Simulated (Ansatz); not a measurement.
Compare A (`C[SiH2]O[SiH3]`) with its isomer B (`C[SiH2][SiH2]O`).

Computed with Ansatz on PBE0-D4/def2-TZVP structures; ΔE is electronic, products minus reactants. CCSD(T)/CBS is the MP2 limit (def2-TZVPP, def2-QZVPP) plus CCSD(T) − MP2 in def2-TZVPP, frozen cores. This one scheme is used for every species. Functionals use def2-TZVPP. B3LYP here is the variant with VWN-RPA as its local correlation; programs differ in this. Each species was taken in one conformer, which may not be the lowest.

(1) Which isomer does CCSD(T)/CBS put lower? Give the gap. (An estimate is asked.)

(2) Give E(B) − E(A) in kcal/mol with CCSD(T)/def2-SVP, CCSD(T)/def2-TZVPP, HF/def2-TZVPP, B3LYP, PBE0-D4, r2SCAN-D4, BLYP-D4. (Estimate.)

(3) Does the order hold for the free energy at 298.15 K (harmonic terms from PBE0-D4)? (Best estimate.)

Largest T1 diagnostic: 0.012.

## Answers

(1) The calculation gave: A, by 29.2 kcal/mol.

(2) The calculation gave: CCSD(T)/def2-SVP 28.7, CCSD(T)/def2-TZVPP 29.3, HF/def2-TZVPP 36.1, B3LYP 29.1, PBE0-D4 24.7, r2SCAN-D4 27.4, BLYP-D4 27.3. None reverses the order clearly.

(3) Ansatz gave: Yes: G(B) − G(A) = +30.9 kcal/mol, for one conformer each. Modes under 60 cm⁻¹, often nearly free rotors, make the harmonic entropy too high.

In def2-TZVPP, CCSD(T) changes the Hartree–Fock value by −6.8 kcal/mol (the triples alone add −1.0 kcal/mol) and MP2 by −5.1 kcal/mol. From BLYP to BHLYP (50 % exact exchange), in def2-TZVPP and without D4, E(B) − E(A) moves by +4.9 kcal/mol.
